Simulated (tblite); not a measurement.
C₃H₉BrOSi₂.
Numbering: `[CH3:1][O:2][Si@@H:3]([Br:4])/[CH:5]=[CH:6]\[SiH3:7]` (hydrogens: H8, H9, H10 on C1; H11 on Si3; H12 on C5; H13 on C6; H14, H15, H16 on Si7)

Computed with GFN2-xTB (tblite), gas phase: L-BFGS steps from a force-field or distance-geometry start until the largest atomic force falls under 0.01 eV/Å.

Step 24: E = -616.9195 eV
```
atom  x, y, z in Å  |  force x, y, z in eV/Å
C1     -2.4165   -1.0782   -0.3010    0.051  -0.003   0.009
O2     -1.3507   -0.1888   -0.1292   -0.028   0.064   0.084
Si3    -0.7290    0.4485    1.2159    0.034  -0.067   0.027
Br4    -0.1921   -1.2400    2.5855   -0.018   0.108  -0.127
C5      0.7490    1.4867    0.7356   -0.054   0.006   0.081
C6      1.7847    1.2080   -0.0508   -0.049   0.105  -0.001
Si7     2.0883   -0.3259   -1.1045   -0.061   0.046   0.060
H8     -3.3729   -0.5652   -0.1749    0.039   0.040  -0.008
H9     -2.3663   -1.9001    0.4155    0.047  -0.028   0.050
H10    -2.3505   -1.4816   -1.3102   -0.011   0.003  -0.041
H11    -1.6637    1.2268    2.0319   -0.014  -0.094  -0.091
H12     0.7305    2.4526    1.2348    0.034  -0.030   0.021
H13     2.5359    1.9882   -0.1403    0.044  -0.022  -0.051
H14     3.5065   -0.2841   -1.4679    0.024  -0.066   0.020
H15     1.2844   -0.2023   -2.3229   -0.045  -0.036  -0.016
H16     1.7547   -1.5356   -0.3564    0.008  -0.027  -0.018
```

Step 25: E = -616.9226 eV
```
atom  x, y, z in Å  |  force x, y, z in eV/Å
C1     -2.4091   -1.0773   -0.3033    0.039  -0.026   0.024
O2     -1.3563   -0.1757   -0.1242    0.001   0.044   0.028
Si3    -0.7269    0.4518    1.2201   -0.024  -0.051   0.026
Br4    -0.1901   -1.2393    2.5764   -0.002   0.052  -0.079
C5      0.7500    1.4862    0.7398   -0.085   0.012   0.044
C6      1.7783    1.2093   -0.0553   -0.034   0.066   0.051
Si7     2.0802   -0.3276   -1.0995   -0.031   0.015   0.017
H8     -3.3696   -0.5730   -0.1803    0.003   0.036   0.001
H9     -2.3534   -1.9009    0.4126    0.044  -0.004   0.025
H10    -2.3371   -1.4775   -1.3138    0.003   0.006  -0.027
H11    -1.6605    1.2291    2.0369   -0.020  -0.081  -0.072
H12     0.7298    2.4520    1.2342    0.050   0.029   0.061
H13     2.5308    1.9848   -0.1436    0.092   0.044  -0.076
H14     3.4967   -0.2928   -1.4667    0.046  -0.059   0.025
H15     1.2811   -0.2029   -2.3185   -0.077  -0.038  -0.049
H16     1.7486   -1.5373   -0.3536   -0.006  -0.044   0.002
```

Step 26: E = -616.9245 eV
```
atom  x, y, z in Å  |  force x, y, z in eV/Å
C1     -2.3969   -1.0778   -0.3091    0.017   0.048   0.009
O2     -1.3636   -0.1510   -0.1165   -0.097  -0.089  -0.038
Si3    -0.7260    0.4585    1.2305   -0.066  -0.004   0.014
Br4    -0.1912   -1.2421    2.5651    0.019  -0.007  -0.031
C5      0.7489    1.4901    0.7442   -0.056   0.042   0.012
C6      1.7714    1.2110   -0.0575   -0.011   0.028   0.065
Si7     2.0672   -0.3312   -1.0936   -0.004  -0.012  -0.020
H8     -3.3701   -0.5895   -0.1916    0.096  -0.023  -0.008
H9     -2.3308   -1.9049    0.4040    0.048   0.050  -0.004
H10    -2.3104   -1.4731   -1.3233    0.011   0.052   0.059
H11    -1.6520    1.2341    2.0574   -0.021  -0.078  -0.070
H12     0.7314    2.4589    1.2304    0.048   0.053   0.090
H13     2.5281    1.9812   -0.1520    0.082   0.069  -0.076
H14     3.4842   -0.3077   -1.4650    0.024  -0.052   0.037
H15     1.2694   -0.2068   -2.3136   -0.080  -0.038  -0.047
H16     1.7328   -1.5406   -0.3482   -0.010  -0.038   0.007
```

Step 27: E = -616.9262 eV
```
atom  x, y, z in Å  |  force x, y, z in eV/Å
C1     -2.3961   -1.0768   -0.3070   -0.009  -0.015   0.013
O2     -1.3651   -0.1531   -0.1158    0.000  -0.035  -0.082
Si3    -0.7258    0.4552    1.2291   -0.057   0.040  -0.027
Br4    -0.1880   -1.2376    2.5598    0.040  -0.083   0.031
C5      0.7474    1.4884    0.7473   -0.009   0.055  -0.028
C6      1.7683    1.2142   -0.0579    0.017  -0.018   0.050
Si7     2.0661   -0.3298   -1.0919    0.007  -0.015  -0.049
H8     -3.3652   -0.5853   -0.1897    0.011  -0.011   0.009
H9     -2.3301   -1.9028    0.4080    0.035   0.043  -0.022
H10    -2.3142   -1.4711   -1.3213    0.024   0.026   0.042
H11    -1.6557    1.2297    2.0455   -0.063  -0.036  -0.015
H12     0.7318    2.4549    1.2354    0.034   0.086   0.112
H13     2.5280    1.9817   -0.1536    0.054   0.073  -0.061
H14     3.4844   -0.3096   -1.4636    0.004  -0.043   0.044
H15     1.2701   -0.2065   -2.3146   -0.070  -0.041  -0.026
H16     1.7366   -1.5424   -0.3485   -0.016  -0.026   0.007
```

**Question.** Estimate the geometry and energy of step 28. (The exact step hangs on the optimiser's Hessian estimate; all steps are aligned on step 27, rigid shifts and turns removed.)

**Answer.** E = -616.9280 eV, largest force 0.123 eV/Å
```
atom  x, y, z in Å  |  force x, y, z in eV/Å
C1     -2.3914   -1.0767   -0.3091   -0.013  -0.003   0.004
O2     -1.3685   -0.1446   -0.1140   -0.003  -0.043  -0.079
Si3    -0.7273    0.4579    1.2326   -0.024   0.047  -0.046
Br4    -0.1880   -1.2400    2.5555    0.041  -0.085   0.033
C5      0.7457    1.4917    0.7486    0.031   0.067  -0.033
C6      1.7665    1.2154   -0.0571    0.025  -0.024   0.027
Si7     2.0609   -0.3319   -1.0906   -0.003  -0.003  -0.039
H8     -3.3647   -0.5923   -0.1940    0.022  -0.022   0.009
H9     -2.3204   -1.9035    0.4044    0.032   0.045  -0.021
H10    -2.3030   -1.4685   -1.3242    0.019   0.028   0.049
H11    -1.6533    1.2303    2.0531   -0.079  -0.025  -0.002
H12     0.7338    2.4593    1.2362    0.022   0.065   0.102
H13     2.5286    1.9822   -0.1584    0.011   0.041  -0.041
H14     3.4801   -0.3165   -1.4619   -0.011  -0.040   0.046
H15     1.2633   -0.2091   -2.3140   -0.055  -0.041  -0.005
H16     1.7299   -1.5448   -0.3460   -0.014  -0.007  -0.002
```

The energy changes by -0.0018 eV. The first-order estimate −F·Δx gives -0.0021 eV and the mean of the old and new forces, exact on a quadratic surface, -0.0018 eV. The step makes an angle of 76° with the force vector and moves no atom by more than 0.012 Å.

The cost below is that of the whole relaxation. Time: 1.7 s of wall time. Hardware: one thread of an Arm Neoverse N1, no GPU, shared host with 64 logical CPUs at a one-minute load of 57.
